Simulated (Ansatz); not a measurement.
**Ligand exchange: Sc(CH3)(NH2)2 + Zr(NH2)4 → Sc(NH2)3 + Zr(CH3)(NH2)3**

Species: Sc(CH3)(NH2)2, singlet; Zr(NH2)4, singlet; Sc(NH2)3, singlet; Zr(CH3)(NH2)3, singlet. The partners trade CH3 for NH2: Sc–CH3 and Zr–NH2 bonds give way to Sc–NH2 and Zr–CH3.

Shapes, held fixed at every level: PBE0-D4/def2-TZVP. Flexible molecules stand in one conformer, not always the lowest. Programs: Ansatz 0.2.0. Electronic energies: no zero-point or thermal term.

```csv
level,kind,ΔE (kJ/mol),less CCSD(T)/def2-TZVPP
HF/def2-SVP,Hartree–Fock,-6.0,+10.2
r2SCAN-D4/def2-TZVPP,meta-GGA,-15.4,+0.8
B3LYP-D4/def2-TZVPP,global hybrid,-15.4,+0.8
BHLYP-D4/def2-TZVPP,global hybrid,-14.6,+1.6
PBE0-D4/def2-TZVPP,global hybrid,-14.6,+1.6
B2PLYP/def2-TZVPP,double hybrid,-16.1,+0.1
CCSD/def2-SVP,coupled cluster or CI,-6.1,+10.1
CCSD(T)/def2-TZVPP,coupled cluster or CI,-16.2,0.0
```

The highest level, CCSD(T)/def2-TZVPP, gives ΔE = -16.2 kJ/mol; the levels span -16.2 to -6.0. The column of differences is taken from that level and isn't an error. No measured value is set beside it here. For atoms past krypton def2 sets carry core potentials with scalar relativity. Outer-core shells of Sc, Zr are correlated in most correlated rows, in sets that cover them unevenly.
